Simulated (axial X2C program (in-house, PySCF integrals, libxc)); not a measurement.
**Low determinants of ZrBr⁺ at the PBE0 level, 2c**

Calculated with an in-house all-electron X2C program for linear molecules (integrals from PySCF). Two-component (2c) means X2C with spin–orbit coupling and atomic mean-field two-electron Coulomb and Gaunt terms. Basis: Zr dyall-cv3z [11s12p9d6f3g], Br dyall-cv3z [8s9p6d4f1g] (cores contracted in-house); Gaussian nuclei, density fitting, unrestricted open shells. Masses: Zr 89.905 u, Br 78.918 u.

Search at 2.378 Å (vertical energies from the lowest determinant):

| ΔE (eV) | state | electrons beyond evenly filled partner blocks | electrons in ±ω = 1/2, 3/2, 5/2, 7/2 |
| --- | --- | --- | --- |
| 0.00 | Ω = 1 | ω = -1/2, ω = 3/2 | 49 21 4 0 |
| 0.09 | Ω = 3 | ω = 1/2, ω = 5/2 | 49 20 5 0 |
| 0.32 | Ω = 1 | ω = -3/2, ω = 5/2 | 48 21 5 0 |
| 0.51 | Ω = 2 | ω = 1/2, ω = 3/2 | 49 21 4 0 |
| 0.70 | Ω = 4 | ω = 3/2, ω = 5/2 | 48 21 5 0 |
| 0.70 | Ω = 2 | ω = -1/2, ω = 5/2 | 49 20 5 0 |
| 1.04 | Ω = 1 | 2 × ω = 1/2 | 50 20 4 0 |

Lowest determinant, Ω = 1 (⟨Sz⟩ = -1.00, ⟨Lz⟩ = 2.00 at PBE0): Re = 2.374 Å, ωe = 332.4 cm⁻¹.

The determinant in row 2 of the search, Ω = 3 (⟨Sz⟩ = 1.00, ⟨Lz⟩ = 2.00 at PBE0), was followed along the bond at PBE0; measured from the minimum of the lowest determinant it gives:

Te = 0.095 eV (764 cm⁻¹), Re = 2.373 Å, ωe = 332.6 cm⁻¹.

Task: Compare the bond of the determinant in row 2 with that of the lowest one.

Result: At PBE0 its Re is 0.001 Å shorter and its force constant, which goes as ωe², is 1.00 times that of the lowest determinant. T0 ≈ Te + Δωe/2 = 764 + (0) = 764 cm⁻¹.

The search compares states at one distance, so a state with another bond length can lie lower; it is not exhaustive and yields mostly the lowest determinant of each block pattern, so other components and higher states of one pattern are missing. These are energies of single determinants, not of spin-adapted states; PBE0 term energies can be off by some tenths of an eV, and the functional has no current term. Open-shell Ω = 0 determinants with evenly filled partner blocks cannot be reached by this program, so the Ω shown need not be the lowest component. The lowest determinant need not be the ground state where others lie within half an eV.
